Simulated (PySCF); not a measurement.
## Electron correlation in Xe (xenon, neutral)

[Xe], closed-shell 1S. All numbers are calculated (PySCF 2.14, scalar relativity by spin-free X2C-1e, in x2c-TZVPPall with one added diffuse shell each of s, p, d, f type (9s7p5d3f, 76 functions)). Frozen: [Ar] 3d10; 26 electrons correlated.

| level | correlation energy (mhartree) |
| --- | --- |
| CCSD | -611.85 |
| (T) | -11.22 |
| CCSD(T) | -623.07 |

Diagnostics: T1 = 0.0035, D1 = 0.0131, largest double amplitude 0.037.

Cost of the coupled-cluster step: about 4 core-seconds, for 26 correlated electrons.

Iterations:

```
CC2 = 0
CCSD nocc = 13, nmo = 62
frozen orbitals [0, 1, 2, 3, 4, 5, 6, 7, 8, 9, 10, 11, 12, 13]
max_cycle = 100
direct = 0
conv_tol = 1e-08
conv_tol_normt = 1e-06
diis_space = 8
diis_start_cycle = 0
Init t2, MP2 energy = -7444.11758322484  E_corr(MP2) -0.651938228937474
Init E_corr(CCSD) = -0.651938228941402
cycle = 1  E_corr(CCSD) = -0.599199362459147  dE = 0.0527388665  norm(t1,t2) = 0.0310964
cycle = 2  E_corr(CCSD) = -0.612750471980385  dE = -0.0135511095  norm(t1,t2) = 0.00775363
cycle = 3  E_corr(CCSD) = -0.611399576447277  dE = 0.00135089553  norm(t1,t2) = 0.0017517
cycle = 4  E_corr(CCSD) = -0.611861124770768  dE = -0.000461548323  norm(t1,t2) = 0.000605878
cycle = 5  E_corr(CCSD) = -0.611870099130913  dE = -8.97436014e-06  norm(t1,t2) = 0.000130318
cycle = 6  E_corr(CCSD) = -0.611848688877973  dE = 2.14102529e-05  norm(t1,t2) = 2.5118e-05
cycle = 7  E_corr(CCSD) = -0.611848893240393  dE = -2.0436242e-07  norm(t1,t2) = 5.50876e-06
cycle = 8  E_corr(CCSD) = -0.611849177023682  dE = -2.8378329e-07  norm(t1,t2) = 6.15786e-07
cycle = 9  E_corr(CCSD) = -0.611849131144666  dE = 4.58790166e-08  norm(t1,t2) = 1.4881e-07
cycle = 10  E_corr(CCSD) = -0.611849125423413  dE = 5.72125336e-09  norm(t1,t2) = 1.95843e-08
CCSD converged
E(CCSD) = -7444.077494121322  E_corr = -0.6118491254234125
CCSD(T) correction = -0.011218179189077
```

This basis was not built for core-valence correlation, so the inner-shell part is incomplete.
